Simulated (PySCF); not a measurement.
# Krypton: a sound run and one with changed settings

Sound run: Kr⁺ [Ar] 3d10 4s2 4p5, Kr²⁺ [Ar] 3d10 4s2 4p4. Computed with PySCF 2.14 in 6-31G* (5s4p3d, 32 functions), with no relativity, point nucleus. In the sound run the correlated levels freeze [Ar] 3d10. The sound run starts from symmetry-adapted Hartree-Fock orbitals and uses a fine grid where one is needed.

Changed run: all electrons correlated in a basis built for the valence shell.

| species | method | sound run (hartree) | changed run (hartree) | converged |
| --- | --- | --- | --- | --- |
| Kr⁺ | MP2 | -2751.28775 | -2751.44480 | yes |
| Kr²⁺ | MP2 | -2750.41406 | -2750.57027 | yes |

Ionisation energy of Kr⁺:

| method | sound run (eV) | changed run (eV) |
| --- | --- | --- |
| UHF | 23.263 | 23.263 |
| MP2 | 23.774 | 23.797 |
| SCS-MP2 | 23.746 | 23.756 |

A valence basis has no tight correlating functions, so it recovers only part of the core correlation, and not evenly between atom and ion.

For comparison, NIST gives 24.360 eV between the lowest levels.
